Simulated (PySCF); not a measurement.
C4H5N3S.
Atom-mapped SMILES: `[CH2:1]1[CH2:2][CH:3]1[c:4]1[n:5][n:6][s:7][n:8]1` (hydrogens: H9, H10 on C1; H11, H12 on C2; H13 on C3)

Structure optimised with GFN2-xTB, isolated species.

**Question.** List the bond lengths, angles and torsions at this level.

**Answer.** 
```json
{"bond": "C1–C2", "length (Å)": "1.487"}
{"bond": "C3–C4", "length (Å)": "1.456"}
{"bond": "C4–N5", "length (Å)": "1.350"}
{"bond": "N5–N6", "length (Å)": "1.263"}
{"bond": "N6–S7", "length (Å)": "1.647"}
{"bond": "S7–N8", "length (Å)": "1.613"}
{"bond": "C1–C3, C2–C3", "length (Å)": "1.509"}
{"bond": "C4–N8", "length (Å)": "1.323"}
{"bond": "C1–H9, C2–H12", "length (Å)": "1.079"}
{"bond": "C1–H10, C2–H11", "length (Å)": "1.079"}
{"bond": "C3–H13", "length (Å)": "1.081"}
```

Bonds in one row agree within 0.01 Å and their mean is given. A selection of angles:
```json
{"angle": "C2–C1–C3", "degrees": "60.5"}
{"angle": "C2–C1–H9", "degrees": "119.0"}
{"angle": "C2–C1–H10", "degrees": "117.8"}
{"angle": "C3–C1–H9", "degrees": "117.3"}
{"angle": "C3–C1–H10", "degrees": "117.0"}
{"angle": "H9–C1–H10", "degrees": "114.7"}
{"angle": "C2–C3–C4", "degrees": "118.3"}
{"angle": "C2–C3–H13", "degrees": "118.7"}
{"angle": "C4–C3–H13", "degrees": "113.3"}
{"angle": "C1–C3–C2", "degrees": "59.1"}
{"angle": "C1–C3–C4", "degrees": "118.7"}
{"angle": "C3–C4–N5", "degrees": "122.6"}
{"angle": "C3–C4–N8", "degrees": "122.7"}
{"angle": "N5–C4–N8", "degrees": "114.7"}
{"angle": "C4–N5–N6", "degrees": "112.4"}
{"angle": "N5–N6–S7", "degrees": "110.9"}
{"angle": "N6–S7–N8", "degrees": "93.9"}
{"angle": "C4–N8–S7", "degrees": "108.1"}
```

Torsions: C1–C2–C3–C4 -108° (anticlinal); C2–C3–C4–N5 34° (synclinal).

The 3-membered ring C1–C2–C3 has internal angles of 59.1° to 60.5°. Of the pairs four or more bonds apart, N5···H11 is among the closest relative to their van der Waals radii: 2.69 Å, 98 % of the sum of Bondi's values. The 2 C–N bonds span 1.323 Å (C4–N8, aromatic) to 1.350 Å (C4–N5, aromatic), a spread of 0.027 Å. The C–C distances run from 1.456 Å (C3–C4, drawn single) to 1.509 Å (C2–C3, drawn single), a spread of 0.053 Å. The N–S distances run from 1.613 Å (S7–N8, aromatic) to 1.647 Å (N6–S7, aromatic), a spread of 0.034 Å. N5 (pyridine-type nitrogen) is bent (angle 112.4°). The 5-membered ring C4–N5–N6–S7–N8 has internal angles of 93.9° to 114.7° (sum 540°, against 540° for a flat polygon); it is planar, 0.00 Å rms from its mean plane, widest ring torsion 0°.

Point group: Cs (tolerance 0.08 Å). GFN2-xTB frequencies: not computed here. The numbers are those of one conformer.
